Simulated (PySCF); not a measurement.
Isomers of C2H6BN. Isolated molecules, 0 K electronic values unless said otherwise. One relaxed conformer stands for each flexible species; it need not be the lowest. Strings in code marks are SMILES.

The numbers are results of PBE-D3(BJ)/def2-TZVP // B3LYP-D3(BJ)/def2-TZVP (PySCF), not measurements. All candidates: neutral, multiplicity 1. Delta-SCF ions had no search for a lower state. 

```json
{
  "HOMO": "-5.71 eV",
  "LUMO": "-2.84 eV",
  "vertical ionisation energy (Delta-SCF)": "9.20 eV"
}
```

### Question
Say which member has these values.
(A) `B/C=C/N`
(B) `C=NBC`
(C) `B/C=N/C`
(D) `[H]/N=C(\B)C`

### Answer
C, `B/C=N/C`. The others give `[H]/N=C(\B)C`: -6.04 eV, -2.81 eV, 9.43 eV; `B/C=C/N`: -5.63 eV, -1.83 eV, 8.78 eV; `C=NBC`: -6.29 eV, -1.85 eV, 9.65 eV
